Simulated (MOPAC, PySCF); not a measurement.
H$_{3}$BS$_{3}$, SMILES `SB(S)S`, neutral singlet in the gas phase. 

Cartesian coordinates (Å):
SMILES: B(S)(S)S
```xyz
7

S      1.5042    -1.0960     0.0589
B     -0.1183    -0.3117    -0.0054
S     -1.5172    -1.4523    -0.0643
S     -0.4473     1.4593    -0.0154
H      2.2440     0.0225     0.0907
H     -2.4850    -0.5217    -0.1014
H      0.8196     1.8998     0.0369
```
Charge 0, spin multiplicity 1.

All levels are single points at this geometry (PBE0-D4/def2-TZVP); Pople sets use spherical d functions. Orbital energies aren't observables, and empty levels follow the basis.

```csv
level,HOMO (eV),LUMO (eV),gap (eV),dipole (D),"vertical IE, Delta-SCF (eV)"
PBE-D3(BJ)/def2-TZVP in PySCF,-6.36,-1.59,4.77,1.58,–
PBE0-D4/def2-TZVP in PySCF,-7.54,-0.72,6.83,1.66,–
B3LYP/3-21G in PySCF,-7.38,-0.80,6.58,2.31,–
B3LYP/6-31G* in PySCF,-7.20,-0.70,6.50,1.89,9.45
B3LYP/LANL2DZ in PySCF,-7.38,-0.71,6.67,2.51,–
SVWN5/6-31G* in PySCF,-6.35,-1.59,4.76,1.99,–
HF/STO-3G in PySCF,-7.16,7.78,14.94,1.59,–
PM3 in MOPAC,-9.49,-0.54,8.95,2.28,–
PM6 in MOPAC,-9.39,-1.27,8.12,1.79,–
```
